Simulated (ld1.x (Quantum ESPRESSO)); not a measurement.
u(r) = r·R(r): atom against pseudo-atom (ruthenium)

Columns: radius, all-electron u(r) and pseudo u(r) of the 4s shell (level -96.60 eV) of ruthenium in the configuration [Ar] 3d10 4s2 4p6 4d6 5s0 5p0; LDA (PZ), scalar-relativistic, TM scheme, ld1.x (Quantum ESPRESSO) 7.5.

| r (bohr) | all-electron | pseudo |
| --- | --- | --- |
| 0.082 | -0.3819 | -0.0710 |
| 0.165 | -0.0401 | -0.1470 |
| 0.248 | 0.5261 | -0.2315 |
| 0.330 | 0.6177 | -0.3275 |
| 0.413 | 0.3406 | -0.4409 |
| 0.495 | -0.0737 | -0.5702 |
| 0.578 | -0.4797 | -0.7148 |
| 0.660 | -0.7953 | -0.8608 |
| 0.742 | -1.0067 | -0.9924 |
| 0.825 | -1.1220 | -1.0901 |
| 0.908 | -1.1575 | -1.1361 |
| 0.990 | -1.1352 | -1.1269 |
| 1.072 | -1.0748 | -1.0732 |
| 1.155 | -0.9906 | -0.9905 |
| 1.238 | -0.8948 | -0.8948 |
| 1.320 | -0.7970 | -0.7970 |
| 1.402 | -0.7014 | -0.7014 |
| 1.485 | -0.6102 | -0.6102 |
| 1.568 | -0.5266 | -0.5266 |
| 1.650 | -0.4523 | -0.4523 |
| 1.733 | -0.3856 | -0.3856 |
| 1.815 | -0.3278 | -0.3278 |
| 1.898 | -0.2769 | -0.2769 |
| 1.980 | -0.2337 | -0.2337 |
| 2.062 | -0.1966 | -0.1966 |
| 2.145 | -0.1646 | -0.1646 |

Task: How many radial nodes do the two functions have?

Result: The all-electron 4s function has n − l − 1 = 3 (the table is too coarse to show those close to the nucleus); the pseudo-wave has 0, since the states of the same l below it are removed with the core.

Task: At about which radius was the pseudo-wave matched?

Result: 1.25 bohr. The columns agree to 0.0005 from 1.16 bohr on; several derivatives are matched, so the curves merge somewhat inside the radius.

Task: Where does each function peak?

Result: Outermost all-electron maximum near 0.91 bohr, pseudo maximum near 0.91 bohr (to the table’s step).

Task: Is the pseudo-wave norm-conserving?

Result: Yes: the TM scheme keeps the norm inside the radius equal to the all-electron one, which fixes the energy derivative of the logarithmic derivative at the level.
